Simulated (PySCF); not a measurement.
System: C5H4F, charge -1, multiplicity 1. It need not be the lowest isomer of its formula. Whether it binds its extra electron was not tested at this geometry. 
Geometry from a B3LYP-D3(BJ)/def2-TZVP (Ansatz) optimisation:
```
C
C 1 1.3478
H 1 1.0851 2 126.89
H 2 1.0866 1 126.64 3 0.00
C 2 1.4583 4 125.69 1 180.00
C 5 1.3415 2 117.20 4 -180.00
F 5 1.4021 6 126.18 2 -180.00
C 1 1.5202 3 126.95 2 180.00
H 8 1.0995 1 111.11 3 58.42
H 8 1.0995 9 105.25 1 120.37
```
Charge -1, spin multiplicity 1.

Dispersion corrections to the total energy (kcal/mol) from the dftd3 and dftd4 libraries through PySCF: D3(BJ) without and D4 with the three-body term, each with the damping fitted for the functional named.

```json
[
 {"functional": "revPBE", "D3(BJ)": "-13.21", "D4": "[?]"},
 {"functional": "BP86", "D3(BJ)": "-7.79", "D4": "-7.54"},
 {"functional": "PBE", "D3(BJ)": "[?]", "D4": "-5.82"},
 {"functional": "HF", "D3(BJ)": "-43.56", "D4": "-22.80"},
 {"functional": "BLYP", "D3(BJ)": "-10.77", "D4": "-13.23"},
 {"functional": "CAM-B3LYP", "D3(BJ)": "[?]", "D4": "-4.81"},
 {"functional": "BHLYP", "D3(BJ)": "-6.75", "D4": "-6.48"}
]
```

Problem. What belongs in the gaps?

Solution. 
- revPBE, D4: -20.37
- PBE, D3(BJ): -5.06
- CAM-B3LYP, D3(BJ): -3.75
